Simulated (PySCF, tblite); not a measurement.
Isomers of C8H13N, one GFN2-xTB conformer each. Single-point energies are computed at PBE0/pcSseg-1 (PySCF, gas phase, no added dispersion term), electronic only.

Question: Rank them by PBE0/pcSseg-1 energy, lowest first (kcal/mol).
A. `[CH2:1]=[C:2]([CH2:3][C:4]#[N:5])[C:6]([CH3:7])([CH3:8])[CH3:9]` with C1–C2–C3–C4 -90°
B. `[CH2:1]=[C:2]([CH3:3])[C@H:4]1[CH:5]=[N:6][CH2:7][CH2:8][CH2:9]1` with C1–C2–C4–C5 118°, C2–C4–C5–N6 143°, C5–N6–C7–C8 14°, N6–C7–C8–C9 -45°, C7–C8–C9–C4 61°
C. `[H]/[N:2]=[CH:3]\[C@@H:4]1[CH2:5][CH2:6][CH2:7][C@H:8]2[CH2:9][C@@H:10]12` with N2–C3–C4–C5 -118°, C3–C4–C5–C6 -78°, C4–C5–C6–C7 -66°, C5–C6–C7–C8 53°, C6–C7–C8–C9 -92°

Answer: B (0.0), A (1.5), C (4.2).

As drawn, the lowest has a C=C bond outside aromatic rings, which the highest lacks; the highest has a three-membered ring and an N–H bond, which the lowest lacks. Neighbours under 2.5 kcal/mol apart (C=C(C)[C@H]1C=NCCC1 and C=C(CC#N)C(C)(C)C) can change places with a better method, another conformer or zero-point energy. GFN2-xTB itself gives, in the same order: 0.0, 16.2, 4.6. Both levels put the same isomer lowest; measured from each level's own lowest isomer, the values differ by up to 14.7 kcal/mol (C=C(CC#N)C(C)(C)C: 16.2 against 1.5).

Q: Which frontier levels, dipoles and rotational constants go with these structures?

A: 
| SMILES | HOMO (eV, PBE0/pcSseg-1) | LUMO (eV) | dipole (D) | A, B, C (MHz) |
| --- | --- | --- | --- | --- |
| C=C(C)[C@H]1C=NCCC1 | -6.60 | -0.03 | 1.91 | 3206, 1105, 1021 |
| C=C(CC#N)C(C)(C)C | -7.76 | -0.19 | 3.95 | 2438, 1181, 1059 |
| [H]/N=C\[C@@H]1CCC[C@H]2C[C@H]21 | -7.04 | 0.21 | 2.57 | 2726, 1314, 1051 |

Q: What happens when harmonic zero-point energies from GFN2-xTB frequencies are added?

A: 
```csv
SMILES,ZPE (kcal/mol),electronic (kcal/mol),with ZPE (kcal/mol)
C=C(C)[C@H]1C=NCCC1,120.3,0.0,0.0
C=C(CC#N)C(C)(C)C,118.8,1.5,0.1
[H]/N=C\[C@@H]1CCC[C@H]2C[C@H]21,121.9,4.2,5.8
```

The zero-point energies span 3.1 kcal/mol. The order is unchanged.

Q: As an exercise, what shares would exp(−E/RT) give at 298.15 K from these electronic energies alone (no entropy, no degeneracies)?

A: RT = 0.592 kcal/mol: C=C(C)[C@H]1C=NCCC1 92.9 %, C=C(CC#N)C(C)(C)C 7.1 %, [H]/N=C\[C@@H]1CCC[C@H]2C[C@H]21 0.1 %.
